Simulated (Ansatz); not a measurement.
Stepwise reaction of `[OH][GeH2][NH][SiH3]` with water, as a gas-phase model of exchange steps in deposition or etching. ΔE in kJ/mol.

Gas-phase electronic energies from Ansatz, PBE0-D4/def2-TZVP geometries. CCSD(T)/CBS adds triple-zeta CCSD(T) − MP2 to the extrapolated MP2 energy (def2 sets, frozen cores). This one scheme is used for every species. Functionals use def2-TZVPP. B3LYP here is the variant with VWN-RPA as its local correlation; programs differ in this. For Ge outer-core shells are correlated without core-valence functions, which leaves a few kJ/mol of doubt a bond. Scalar relativity is left out up to krypton. Each species was taken in one conformer, which may not be the lowest.

| step | reaction | PBE-D4 | B3LYP-D4 | ωB97M-V | CCSD(T)/CBS |
| --- | --- | --- | --- | --- | --- |
| 1 | `[OH][GeH2][NH][SiH3]` + H₂O → `O[SiH2][NH][GeH2][OH]` + H₂ | -86.8 | -93.1 | -93.7 | -90.1 |

(1) Give the row of step 2, `O[SiH2][NH][GeH2][OH]` + H₂O → `[OH][GeH2][NH][SiH](O)O` + H₂. (Best estimate.)

(2) By hand: ΔE of the 2 steps together at CCSD(T)/CBS.

Results:

(1) The calculation gave: 
```csv
step,reaction,PBE-D4,B3LYP-D4,ωB97M-V,CCSD(T)/CBS
2,`O[SiH2][NH][GeH2][OH]` + H₂O → `[OH][GeH2][NH][SiH](O)O` + H₂,-102.2,-107.1,-109.0,-105.1
```

(2) (-90.1) + (-105.1) = -195.2 kJ/mol, or -97.6 kJ/mol a step.

In ΔE each step is lower than the one before. All are downhill at CCSD(T)/CBS. PBE-D4 differs from CCSD(T)/CBS by 2.9 to 3.3 kJ/mol a step. Isolated molecules leave out the surface, adducts and barriers. Largest T1 diagnostic: 0.012.
